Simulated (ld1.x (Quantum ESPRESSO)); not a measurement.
Building the TM potential for Hg (Z = 80) (LDA (PZ), scalar-relativistic).

Input for ld1.x (Quantum ESPRESSO) 7.5:

```
&input
   title='Hg', zed=80., rel=1, dft='PZ', iswitch=3,
   config='[Xe] 4f14 5d10 5f-2 6s1.75 6p0.25',
   nld=4, rlderiv=2.20, eminld=-11.0, emaxld=5.0, deld=0.04
 /
 &inputp
   pseudotype=2, tm=.true., lloc=0,
   nlcc=.false.,
   file_pseudopw='Hg.UPF', file_wfcaegen='ae.wfc', file_wfcncgen='nc.wfc', file_beta='beta', file_chi='chi'
 /
4
5P  2  1   6.00   0.00  1.40  1.40  0.0
5D  3  2  10.00   0.00  2.00  2.00  0.0
5F  4  3  -2.00   0.40  1.70  1.70  0.0
5S  1  0   2.00   0.00  1.05  1.05  0.0
 &test
   configts(1)='5s2 5p6 5d10 6s1.75 6p0.25'
 /
```

Command:

```bash
ld1.x < Hg.in > Hg.out
```

Resulting log (shortened: banner, matrices, multipoles, cross overlaps and the repeated all-electron block are left out):

```
Program LD1 v.7.5
     --------------------------- All-electron run ----------------------------

     Hg
     scalar relativistic calculation

     atomic number is 80.00
     dft =PZ   lsd =0 sic =0 latt =0  beta=0.20 tr2=1.0E-14
     Exchange-correlation= PZ
                           (   1   1   0   0   0   0   0)
     mesh =1279 r(mesh) =  98.78773 a.u. xmin = -7.00 dx = 0.01250
     1 Ry =  13.60569312 eV, c = 137.03599908

     n l     nl                  e(Ry)          e(Ha)          e(eV)
     1 0     1S 1( 2.00)     -6109.3877     -3054.6939    -83122.4547
     2 0     2S 1( 2.00)     -1082.9083      -541.4542    -14733.7183
     2 1     2P 1( 6.00)      -934.0573      -467.0286    -12708.4963
     3 0     3S 1( 2.00)      -256.9862      -128.4931     -3496.4750
     3 1     3P 1( 6.00)      -213.9934      -106.9967     -2911.5283
     4 0     4S 1( 2.00)       -56.4875       -28.2437      -768.5515
     4 1     4P 1( 6.00)       -42.3902       -21.1951      -576.7483
     3 2     3D 1(10.00)      -168.7217       -84.3609     -2295.5757
     5 0     5S 1( 2.00)        -8.7579        -4.3789      -119.1567
     5 1     5P 1( 6.00)        -4.9508        -2.4754       -67.3596
     4 2     4D 1(10.00)       -25.6720       -12.8360      -349.2859
     4 3     4F 1(14.00)        -7.1240        -3.5620       -96.9275
     5 2     5D 1(10.00)        -0.7823        -0.3911       -10.6437
     6 0     6S 1( 1.75)        -0.5562        -0.2781        -7.5673
     6 1     6P 1( 0.25)        -0.1123        -0.0562        -1.5279

     final scf error:  2.0E-15 reached in  28 iterations

     Etot =  -39223.853775 Ry,  -19611.926887 Ha, -533667.717559 eV

     Ekin =   44033.136854 Ry,   22016.568427 Ha,  599101.347276 eV
     Encl =  -97743.376652 Ry,  -48871.688326 Ha,-1329866.387538 eV
     Eh   =   15205.569443 Ry,    7602.784722 Ha,  206882.311604 eV
     Exc  =    -719.183419 Ry,    -359.591710 Ha,   -9784.988901 eV

     normalization and overlap integrals

     s(1S/1S) =  1.000000  <r> =   0.0166  <r2> =    0.0004  r(max) =   0.0102
     s(2S/2S) =  1.000000  <r> =   0.0700  <r2> =    0.0058  r(max) =   0.0589
     s(2P/2P) =  1.000000  <r> =   0.0633  <r2> =    0.0049  r(max) =   0.0488
     s(3S/3S) =  1.000000  <r> =   0.1808  <r2> =    0.0374  r(max) =   0.1662
     s(3P/3P) =  1.000000  <r> =   0.1822  <r2> =    0.0385  r(max) =   0.1662
     s(4S/4S) =  1.000000  <r> =   0.3994  <r2> =    0.1801  r(max) =   0.3746
     s(4P/4P) =  1.000000  <r> =   0.4258  <r2> =    0.2060  r(max) =   0.3938
     s(3D/3D) =  1.000000  <r> =   0.1651  <r2> =    0.0319  r(max) =   0.1361
     s(5S/5S) =  1.000000  <r> =   0.9003  <r2> =    0.9094  r(max) =   0.8232
     s(5P/5P) =  1.000000  <r> =   1.0386  <r2> =    1.2204  r(max) =   0.9212
     s(4D/4D) =  1.000000  <r> =   0.4492  <r2> =    0.2331  r(max) =   0.4037
     s(4F/4F) =  1.000000  <r> =   0.4826  <r2> =    0.2811  r(max) =   0.3653
     s(5D/5D) =  1.000000  <r> =   1.4972  <r2> =    2.6773  r(max) =   1.1682
     s(6S/6S) =  1.000000  <r> =   2.6609  <r2> =    8.1313  r(max) =   2.1825
     s(6P/6P) =  1.000000  <r> =   4.3407  <r2> =   22.6475  r(max) =   3.2155

     ------------------------ End of All-electron run ------------------------

     --------------------- Generating NC pseudopotential ---------------------

      Generating local pot.: lloc=0, matching radius rcloc =   1.0500

      Wfc   5P  rcut= 1.409  Using Troullier-Martins method

      Wfc   5D  rcut= 2.000  Using Troullier-Martins method

      Wfc   5F  rcut= 1.721  Using Troullier-Martins method

     ------------------- End of pseudopotential generation -------------------

     Computing logarithmic derivative in   2.19623
     Computing logarithmic derivative in   2.19623
     Computing the partial wave expansion
       no projector for channel:   0
     R is outside the sphere for l=    1 j= 0.00
     R is outside the sphere for l=    2 j= 0.00
     R is outside the sphere for l=    3 j= 0.00

     ---------------------- Testing the pseudopotential ----------------------

     Hg
     scalar relativistic calculation

     atomic number is 80.00   valence charge is 20.00
     dft =PZ   lsd =0 sic =0 latt =0  beta=0.20 tr2=1.0E-14
     mesh =1279 r(mesh) =  98.78773 xmin = -7.00 dx = 0.01250

     n l     nl             e AE (Ry)        e PS (Ry)    De AE-PS (Ry)
     1 0     5S   1( 2.00)       -8.75786       -8.75799        0.00013
     2 1     5P   1( 6.00)       -4.95084       -4.95086        0.00002
     3 2     5D   1(10.00)       -0.78229       -0.78230        0.00000
     2 0     6S   1( 1.75)       -0.55618       -0.57446        0.01827  !
     3 1     6P   1( 0.25)       -0.11230       -0.11518        0.00288

     eps = 6.0E-15  iter = 22

     Etot =  -39223.853775 Ry,  -19611.926887 Ha, -533667.717559 eV
     Etotps =  -308.758440 Ry,    -154.379220 Ha,   -4200.872590 eV

     Ekin =      96.476440 Ry,      48.238220 Ha,    1312.628843 eV
     Encl =    -647.196056 Ry,    -323.598028 Ha,   -8805.550922 eV
     Ehrt =     261.167247 Ry,     130.583624 Ha,    3553.361422 eV
     Ecxc =     -27.092731 Ry,     -13.546365 Ha,    -368.615378 eV
     Epseu=       7.886658 Ry,       3.943329 Ha,     107.303445 eV

     ---------------------- End of pseudopotential test ----------------------
```

Generation and configuration tests took about 2.1 s on one core of a shared server CPU.

Transferability test of the new file with ld1.x, input:

```
&input
   title='Hg', zed=80., rel=1, dft='PZ', iswitch=2,
   config='[Xe] 4f14 5d10 5f-2 6s1.75 6p0.25'
 /
 &test
   file_pseudo='Hg.UPF', nconf=10,
   configts(1)='5s2 5p6 5d10 6s1.75 6p0.25',
   configts(2)='5s2 5p6 5d10 6s2 6p0',
   configts(3)='5s2 5p6 5d10 6s1 6p0',
   configts(4)='5s2 5p6 5d10 6s0 6p0',
   configts(5)='5s2 5p6 5d10 6s0 6p1',
   configts(6)='5s2 5p6 5d10 6s1.5 6p0',
   configts(7)='5s2 5p6 5d9 6s2 6p1',
   configts(8)='5s2 5p6 5d8 6s0 6p0',
   configts(9)='5s2 5p6 5d10 6s1.75 6p0.25', lsdts(9)=1,
   configts(10)='5s2 5p6 5d10 6s1 6p0', lsdts(10)=1
 /
```

```bash
ld1.x < Hg.test.in > Hg.test.out
```

Pseudopotential blocks of its output, shortened (energy terms left out):

```
     ---------------------- Testing the pseudopotential ----------------------

     n l     nl             e AE (Ry)        e PS (Ry)    De AE-PS (Ry)
     1 0     5S   1( 2.00)       -8.75786       -8.75799        0.00013
     2 1     5P   1( 6.00)       -4.95084       -4.95086        0.00002
     3 2     5D   1(10.00)       -0.78229       -0.78230        0.00000
     2 0     6S   1( 1.75)       -0.55618       -0.57446        0.01827  !
     3 1     6P   1( 0.25)       -0.11230       -0.11518        0.00288

     eps = 5.9E-15  iter = 21

     Etot =  -39223.853775 Ry,  -19611.926887 Ha, -533667.717559 eV
     Etotps =  -308.758441 Ry,    -154.379221 Ha,   -4200.872599 eV

     ---------------------- End of pseudopotential test ----------------------

          ---------------------- Testing the pseudopotential ----------------------

     n l     nl             e AE (Ry)        e PS (Ry)    De AE-PS (Ry)
     1 0     5S   1( 2.00)       -8.71399       -8.71305       -0.00094
     2 1     5P   1( 6.00)       -4.90676       -4.90581       -0.00095
     3 2     5D   1(10.00)       -0.74000       -0.73934       -0.00067
     2 0     6S   1( 2.00)       -0.52439       -0.54199        0.01760  !
     3 1     6P   1( 0.00)       -0.08736       -0.08979        0.00243

     eps = 5.6E-15  iter = 25

     Etot =  -39223.963748 Ry,  -19611.981874 Ha, -533669.213822 eV
     Etotps =  -308.872253 Ry,    -154.436127 Ha,   -4202.421093 eV
     dEtot_ae =      -0.109973 Ry
     dEtot_ps =      -0.113812 Ry,   Delta E=       0.003839 Ry

     ---------------------- End of pseudopotential test ----------------------

          ---------------------- Testing the pseudopotential ----------------------

     n l     nl             e AE (Ry)        e PS (Ry)    De AE-PS (Ry)
     1 0     5S   1( 2.00)       -9.38540       -9.39427        0.00887  !
     2 1     5P   1( 6.00)       -5.57991       -5.58821        0.00830  !
     3 2     5D   1(10.00)       -1.40385       -1.41080        0.00695  !
     2 0     6S   1( 1.00)       -1.11066       -1.13659        0.02593  !
     3 1     6P   1( 0.00)       -0.56438       -0.57266        0.00828  !

     eps = 5.5E-15  iter = 21

     Etot =  -39223.151752 Ry,  -19611.575876 Ha, -533658.166050 eV
     Etotps =  -308.038248 Ry,    -154.019124 Ha,   -4191.073871 eV
     dEtot_ae =       0.702023 Ry
     dEtot_ps =       0.720193 Ry,   Delta E=      -0.018170 Ry

     ---------------------- End of pseudopotential test ----------------------

          ---------------------- Testing the pseudopotential ----------------------

     n l     nl             e AE (Ry)        e PS (Ry)    De AE-PS (Ry)
     1 0     5S   1( 2.00)      -10.13340      -10.15361        0.02021  !
     2 1     5P   1( 6.00)       -6.32868       -6.34746        0.01878  !
     3 2     5D   1(10.00)       -2.13676       -2.15189        0.01513  !
     2 0     6S   1( 0.00)       -1.74819       -1.78340        0.03522  !
     3 1     6P   1( 0.00)       -1.10718       -1.12262        0.01544  !

     eps = 8.7E-15  iter = 21

     Etot =  -39221.726158 Ry,  -19610.863079 Ha, -533638.769860 eV
     Etotps =  -306.581734 Ry,    -153.290867 Ha,   -4171.256986 eV
     dEtot_ae =       2.127617 Ry
     dEtot_ps =       2.176707 Ry,   Delta E=      -0.049091 Ry

     ---------------------- End of pseudopotential test ----------------------

          ---------------------- Testing the pseudopotential ----------------------

     n l     nl             e AE (Ry)        e PS (Ry)    De AE-PS (Ry)
     1 0     5S   1( 2.00)       -9.52279       -9.53603        0.01324  !
     2 1     5P   1( 6.00)       -5.71728       -5.72944        0.01216  !
     3 2     5D   1(10.00)       -1.53225       -1.54176        0.00951  !
     2 0     6S   1( 0.00)       -1.20322       -1.23146        0.02824  !
     3 1     6P   1( 1.00)       -0.63926       -0.64888        0.00962  !

     eps = 6.2E-15  iter = 18

     Etot =  -39222.597644 Ry,  -19611.298822 Ha, -533650.627037 eV
     Etotps =  -307.465920 Ry,    -153.732960 Ha,   -4183.286955 eV
     dEtot_ae =       1.256130 Ry
     dEtot_ps =       1.292521 Ry,   Delta E=      -0.036391 Ry

     ---------------------- End of pseudopotential test ----------------------

          ---------------------- Testing the pseudopotential ----------------------

     n l     nl             e AE (Ry)        e PS (Ry)    De AE-PS (Ry)
     1 0     5S   1( 2.00)       -9.03881       -9.04264        0.00383
     2 1     5P   1( 6.00)       -5.23254       -5.23612        0.00358
     3 2     5D   1(10.00)       -1.06194       -1.06507        0.00313
     2 0     6S   1( 1.50)       -0.80967       -0.83139        0.02172  !
     3 1     6P   1( 0.00)       -0.31443       -0.31970        0.00527  !

     eps = 5.0E-15  iter = 21

     Etot =  -39223.631075 Ry,  -19611.815537 Ha, -533664.687569 eV
     Etotps =  -308.529640 Ry,    -154.264820 Ha,   -4197.759607 eV
     dEtot_ae =       0.222700 Ry
     dEtot_ps =       0.228801 Ry,   Delta E=      -0.006101 Ry

     ---------------------- End of pseudopotential test ----------------------

          ---------------------- Testing the pseudopotential ----------------------

     n l     nl             e AE (Ry)        e PS (Ry)    De AE-PS (Ry)
     1 0     5S   1( 2.00)       -9.11155       -9.10442       -0.00713  !
     2 1     5P   1( 6.00)       -5.28993       -5.28360       -0.00633  !
     3 2     5D   1( 9.00)       -1.06218       -1.05747       -0.00471
     2 0     6S   1( 2.00)       -0.70148       -0.72131        0.01983  !
     3 1     6P   1( 1.00)       -0.19009       -0.19352        0.00343

     eps = 5.7E-15  iter = 18

     Etot =  -39223.202618 Ry,  -19611.601309 Ha, -533658.858124 eV
     Etotps =  -308.116682 Ry,    -154.058341 Ha,   -4192.141026 eV
     dEtot_ae =       0.651157 Ry
     dEtot_ps =       0.641759 Ry,   Delta E=       0.009398 Ry

     ---------------------- End of pseudopotential test ----------------------

          ---------------------- Testing the pseudopotential ----------------------

     n l     nl             e AE (Ry)        e PS (Ry)    De AE-PS (Ry)
     1 0     5S   1( 2.00)      -12.42803      -12.45037        0.02234  !
     2 1     5P   1( 6.00)       -8.58007       -8.60180        0.02173  !
     3 2     5D   1( 8.00)       -4.22635       -4.24385        0.01750  !
     2 0     6S   1( 0.00)       -3.39515       -3.44994        0.05478  !
     3 1     6P   1( 0.00)       -2.53151       -2.56117        0.02966  !

     eps = 8.4E-15  iter = 10

     Etot =  -39215.416437 Ry,  -19607.708218 Ha, -533552.921729 eV
     Etotps =  -300.237099 Ry,    -150.118550 Ha,   -4084.933837 eV
     dEtot_ae =       8.437338 Ry
     dEtot_ps =       8.521342 Ry,   Delta E=      -0.084004 Ry

     ---------------------- End of pseudopotential test ----------------------

          ---------------------- Testing the pseudopotential ----------------------

     n l     nl             e AE (Ry)        e PS (Ry)    De AE-PS (Ry)
     1 0     5S   1( 1.00)       -8.75729       -8.75792        0.00063
     2 1     5P   1( 3.00)       -4.95053       -4.95093        0.00041
     3 2     5D   1( 5.00)       -0.78421       -0.78440        0.00019
     2 0     6S   1( 1.00)       -0.56329       -0.58158        0.01829  !
     3 1     6P   1( 0.25)       -0.11897       -0.12190        0.00293
     1 0     5S   2( 1.00)       -8.75658       -8.75624       -0.00035
     2 1     5P   2( 3.00)       -4.94933       -4.94898       -0.00035
     3 2     5D   2( 5.00)       -0.77856       -0.77840       -0.00016
     2 0     6S   2( 0.75)       -0.54716       -0.56544        0.01828  !
     3 1     6P   2( 0.00)       -0.10348       -0.10631        0.00283

     eps = 8.8E-15  iter = 18

     Etot =  -39223.855737 Ry,  -19611.927869 Ha, -533667.744262 eV
     Etotps =  -308.760405 Ry,    -154.380203 Ha,   -4200.899322 eV
     dEtot_ae =      -0.001963 Ry
     dEtot_ps =      -0.001964 Ry,   Delta E=       0.000002 Ry

     ---------------------- End of pseudopotential test ----------------------

          ---------------------- Testing the pseudopotential ----------------------

     n l     nl             e AE (Ry)        e PS (Ry)    De AE-PS (Ry)
     1 0     5S   1( 1.00)       -9.38523       -9.39601        0.01077  !
     2 1     5P   1( 3.00)       -5.58089       -5.59067        0.00978  !
     3 2     5D   1( 5.00)       -1.41217       -1.41973        0.00756  !
     2 0     6S   1( 1.00)       -1.13196       -1.15790        0.02594  !
     3 1     6P   1( 0.00)       -0.58261       -0.59080        0.00819  !
     1 0     5S   2( 1.00)       -9.38224       -9.38926        0.00702  !
     2 1     5P   2( 3.00)       -5.57570       -5.58256        0.00686  !
     3 2     5D   2( 5.00)       -1.39213       -1.39850        0.00637  !
     2 0     6S   2( 0.00)       -1.08410       -1.11021        0.02611  !
     3 1     6P   2( 0.00)       -0.54062       -0.54922        0.00860  !

     eps = 8.2E-15  iter = 22

     Etot =  -39223.163589 Ry,  -19611.581794 Ha, -533658.327099 eV
     Etotps =  -308.050052 Ry,    -154.025026 Ha,   -4191.234477 eV
     dEtot_ae =       0.690186 Ry
     dEtot_ps =       0.708389 Ry,   Delta E=      -0.018203 Ry

     ---------------------- End of pseudopotential test ----------------------
```
